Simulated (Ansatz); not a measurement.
Name a neutral molecule of C, N, O, Si and H with HOMO–LUMO gap (ωB97M-V/def2-TZVPP) between 10.35 and 10.65 eV and size of the dipole moment (ωB97M-V/def2-TZVPP) between 1.95 and 2.25 D (Ansatz, PBE0-D4/def2-TZVP geometry).

`NC([SiH3])[SiH2]O` (10.57 eV, 2.03 D). Other molecules can fit too; these were computed, each in one conformer that needn't be the lowest.
